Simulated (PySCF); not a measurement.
C2H6OSSi, SMILES C(S)[SiH2]C=O, singlet at its GFN2-xTB optimised geometry (Å):

```
11

O      1.5851    -1.8424     0.0000
C      0.3820    -1.8424     0.0000
Si    -0.7028    -0.2570     0.0000
C      0.4596     1.2441    -0.0608
S     -0.4875     2.8121    -0.0561
H     -0.1605    -2.8121     0.0002
H     -1.5851    -0.2947    -1.1651
H     -1.4787    -0.2541     1.2455
H      1.0300     1.2742    -0.9880
H      1.1701     1.2797     0.7642
H     -1.0898     2.6286     1.1169
```

Level of theory: PBE/def2-TZVP run with PySCF. Cells within 0.4 Å of a nucleus heavier than hydrogen are left out (blank, or x).

Map of the deformation density (molecule minus spherical neutral atoms) (e/bohr³) on the plane z = 0.0 Å:

```
|1111111111111111111111111|
|1111111111111111111111111|
|1111111111111111111111111|
|1111111110012111111111111|
|1111111110034211111111111|
|1111111111xx3211111111111|
|11111111121x1111111111111|
|1111111111014200111111111|
|1111111111123211111111111|
|1111111110123xx2111111111|
|1111111100136401011111111|
|1111111100035300111111111|
|1111111110xx2100111111111|
|1111111111xx1101111111111|
|1111111100034201111111111|
|1111111100146312421111111|
|1111111110126x8xx41111111|
|1111111110026x76x41111111|
|1111111111149402321111111|
|1111111111025101111111111|
|1111111111100111111111111|
|1111111111111111111111111|
|1111111111111111111111111|
|1111111111111111111111111|
|1111111111111111111111111|
```
Scale: ten equal steps from -0.018 (start of '0') to 0.106 (end of '9'), in the order '0123456789'; x runs from -5.00 to 5.00, y from -5.00 (bottom) to 5.00 (top).
